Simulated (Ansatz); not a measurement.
The cluster Pd2O2⁻ was relaxed with r2SCAN-D4 (def2-TZVPD) in Ansatz in these states: charge -1 doublet, charge -1 quartet. The geometries follow in no particular order.

In the def2 sets Pd takes a core potential; there is no spin–orbit coupling.

A:

```xyz
4

Pd    0.585   -0.393   -1.031
Pd   -0.585    0.393    1.031
O    -1.204   -0.857   -0.356
O     1.204    0.857    0.357
```

B:

Cartesian coordinates in Å:
```
Pd -0.5082 -0.5384 -1.1129
Pd 0.5082 0.5385 1.1129
O -0.3161 -1.2602 0.7541
O 0.3161 1.2602 -0.7541
```

Q: Judge from the bond lengths which geometry belongs to which state (an estimate).

A: A is the charge -1 doublet (Pd1–Pd2 2.498 Å, Pd2–O3 1.967 Å, Pd2–O4 1.967 Å); B is the charge -1 quartet (Pd1–Pd2 2.673 Å, Pd2–O3 2.011 Å, Pd2–O4 2.011 Å).

At r2SCAN-D4/def2-TZVPD the highest occupied level of the charge -1 doublet lies above zero (up to 0.32 eV). By energy differences its removal costs 2.21 eV (vertical, to the charge 0 triplet, at r2SCAN-D4/def2-TZVPD); a positive level beside a positive removal energy at the same level points to self-interaction error. At r2SCAN-D4/def2-TZVPD the highest occupied level of the charge -1 quartet lies above zero (up to 0.67 eV). It is a level of α spin, whose loss leaves a triplet; that state wasn't run at this geometry and level. The electron is either unbound and held by the finite basis, or the level is raised by self-interaction error. At PBE0-D4/def2-TZVPD a doublet lies 0.22 eV below the charge -1 quartet. These are the stationary points nearest to one start from a short search; other shapes may lie lower in each state.
